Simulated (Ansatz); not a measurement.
Molecule: sum formula HSiO$_{2}$ (charge +1, singlet). It need not be the lowest isomer of its formula. 
Structure (B3LYP-D3(BJ)/def2-TZVP (Ansatz, a quantum-chemistry and plane-wave program) minimum search):
```xyz
4

O     -1.4452     0.0952    -0.0815
Si     0.0876     0.0091    -0.0012
O      1.5614    -0.1989     0.1274
H     -2.1558     0.7013    -0.3512
```
Charge +1, spin multiplicity 1.

Computed values are from Ansatz. Correlated levels leave the core frozen unless marked. UHF or UKS for open shells. Spin-orbit coupling is left out. No relativistic terms. CBS marks a two-point X^-3 extrapolation of the correlation energy; Hartree-Fock from the larger set. [CCSD(T)-MP2]/basis is that difference in the basis named.

```json
{
 "vertical ionisation energy (to the doublet)": "19.64 eV at RI-MP2/CBS(aug-cc-pV(T+d)Z,aug-cc-pV(Q+d)Z)+[CCSD(T)-MP2]/aug-cc-pV(T+d)Z",
 "vertical electron affinity (to the doublet; negative means unbound)": "8.02 eV at RI-MP2/CBS(aug-cc-pV(T+d)Z,aug-cc-pV(Q+d)Z)+[CCSD(T)-MP2]/aug-cc-pV(T+d)Z",
 "vertical_triplet_singlet_gap": "3.79 eV at RI-MP2/CBS(aug-cc-pV(T+d)Z,aug-cc-pV(Q+d)Z)+[CCSD(T)-MP2]/aug-cc-pV(T+d)Z",
 "total_energy": "-439.6897 Eh at CCSD(T)/CBS(cc-pV(T+d)Z,cc-pV(Q+d)Z)",
 "T1 diagnostic": "0.022 at CCSD/cc-pV(Q+d)Z"
}
```
